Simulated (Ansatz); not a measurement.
# Redistribution: CH2FI + C3H3F3 → CH3I + C3H2F4

Species: CH2FI (fluoroiodomethane) `FCI`, singlet; C3H3F3 `FC1CC1(F)F`, singlet; CH3I (methyl iodide) `CI`, singlet; C3H2F4 `FC1C(F)C1(F)F`, singlet. The partners trade F for H; both sit on C, so the bond types are kept.

Shapes, held fixed at every level: PBE0-D4/def2-TZVP. Programs: Ansatz 0.2.0. The zero-point and thermal change to 298 K, harmonic and unscaled (PBE0-D4/def2-TZVP), is -1.5 kJ/mol.

```csv
level,kind,ΔH(298 K) (kJ/mol),less CCSD(T)/def2-TZVPP
HF/def2-SVP,Hartree–Fock,+1.6,-8.4
r2SCAN-D4/def2-TZVPP,meta-GGA,+13.8,+3.8
r2SCAN0-D4/def2-TZVPP,global hybrid,+11.9,+1.9
MP2/def2-TZVPP,perturbation theory,+12.4,+2.4
CCSD(T)/def2-SVP,coupled cluster or CI,+3.1,-6.9
CCSD/def2-TZVPP,coupled cluster or CI,+9.3,-0.7
CCSD(T)/def2-TZVPP,coupled cluster or CI,+10.0,0.0
```

The highest level, CCSD(T)/def2-TZVPP, gives ΔH(298 K) = +10.0 kJ/mol; the levels span +1.6 to +13.8. The column of differences is taken from that level and isn't an error. No measured value is set beside it here. For atoms past krypton def2 sets carry core potentials with scalar relativity. Outer-core shells of I are correlated, in sets that cover them unevenly.
